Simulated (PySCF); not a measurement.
## Static response to an electric field

Species: MoO3 (singlet state).
Structure used (PBE0-D3(BJ)/def2-SVP), in Å, numbered top down from 1:
```
atom  x, y, z in Å
Mo1   -0.0030    0.0022    0.4121
O2     1.5979   -0.0228   -0.1268
O3    -0.7784    1.3947   -0.1498
O4    -0.8164   -1.3741   -0.1355
```

Level: wB97X-D/def2-SVPD (PySCF), static field, nuclei fixed, core orbitals frozen in the response. The polarisability tensor in these axes (au):

```
x   49.94  0.00  0.15
y    0.00 49.99 -0.12
z    0.15 -0.12 26.98
```

**Question.** Diagonalise the tensor; give its mean and Δα, where Δα² is half the sum of the squared differences of the eigenvalues.

**Answer.** Principal values 26.98, 49.94 and 49.99 au; mean 42.30 au = 6.27 Å³ = 6.97 × 10⁻⁴⁰ C²·m²/J; Δα = 22.99 au (54 % of the mean).

**Question.** What is the dipole moment, and where does it point?

**Answer.** (-0.03, 0.03, 5.10) D, 5.10 D in size, pointing from the negative to the positive side. Measured along this direction, the outermost atoms are O4, O3 and O2 at the negative end and Mo1 at the positive end.

**Question.** What molar refraction does this α imply?

**Answer.** Lorentz–Lorenz: R = (4π/3)N_A α = 2.5225 cm³/(mol·Å³) × 6.27 Å³ = 15.8 cm³/mol, in the limit of long wavelengths.

**Question.** In TDDFT the mean static polarisability is Σ f/ω² over all singlet excitations (ω in hartree). How much of it do the 10 lowest give? Their energies (eV) and oscillator strengths: 2.93, 0.0000; 3.25, 0.0094; 3.25, 0.0094; 3.55, 0.0009; 4.58, 0.0000; 4.58, 0.0000; 4.95, 0.0078; 4.99, 0.0000; 5.12, 0.0008; 5.12, 0.0008.

**Answer.** They add up to 1.66 au, 3.9 % of the 42.30 au; the largest single term is 0.66 au, from the state at 3.25 eV. Terms in order: 0.00, 0.66, 0.66, 0.06, 0.00, 0.00, 0.24, 0.00, 0.02, 0.02 au. Higher excitations give the rest. The strengths listed sum to 0.029.

**Question.** How large is μ²/3kT at 400 K beside α?

**Answer.** In Gaussian units μ²/3kT = 156.85 Å³ against 6.27 Å³, a ratio of 25.02; the Debye molar polarisation (4π/3)N_A(α + μ²/3kT) is 411.5 cm³/mol, leaving out the vibrational part.

**Question.** What would n − 1 = 2πNα be for an ideal gas of these molecules at 350 K and 1 atm, electronic part alone?

**Answer.** N = p/kT = 2.0968 × 10¹⁹ cm⁻³, so n − 1 = 2π × N × 6.27 × 10⁻²⁴ cm³ = 826 × 10⁻⁶ at long wavelengths.

**Question.** Find the Langevin capture rate constant for NO+ (29.998 u) meeting this molecule (145.890 u), k = 2.342 × 10⁻⁹ cm³/s × √(α in Å³ / reduced mass in u).

**Answer.** The reduced mass is 24.88 u, so k = 1.18 × 10⁻⁹ cm³/s. The formula leaves out the permanent dipole, which adds to the capture rate.

Geometry: PBE0-D3(BJ)/def2-SVP; no solvent, vibrations or thermal averaging. Atoms past krypton carry effective core potentials; spin–orbit coupling is left out.
